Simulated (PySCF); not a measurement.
# Argon: a sound run and one with changed settings

Sound run: Ar⁺ [Ne] 3s2 3p5, Ar²⁺ [Ne] 3s2 3p4. All numbers are calculated (PySCF 2.14, scalar relativity by spin-free X2C-1e, in jorge-DZP-DKH (7s4p1d, 24 functions)). In the sound run the correlated levels freeze [Ne]. The sound run starts from symmetry-adapted Hartree-Fock orbitals and uses a fine grid where one is needed.

Changed run: all electrons correlated in a basis built for the valence shell.

| species | method | sound run (hartree) | changed run (hartree) | converged |
| --- | --- | --- | --- | --- |
| Ar⁺ | MP2 | -528.19531 | -528.24349 | yes |
| Ar⁺ | CCSD(T) | -528.21302 | -528.26107 | yes |
| Ar²⁺ | MP2 | -527.20067 | -527.24916 | yes |
| Ar²⁺ | CCSD(T) | -527.22071 | -527.26925 | yes |

Ionisation energy of Ar⁺:

| method | sound run (eV) | changed run (eV) |
| --- | --- | --- |
| UHF | 26.386 | 26.386 |
| MP2 | 27.066 | 27.057 |
| SCS-MP2 | 27.041 | 27.033 |
| CCSD | 26.999 | 26.986 |
| CCSD(T) | 27.002 | 26.989 |

A valence basis has no tight correlating functions, so it recovers only part of the core correlation, and not evenly between atom and ion.

For comparison, NIST gives 27.630 eV between the lowest levels.
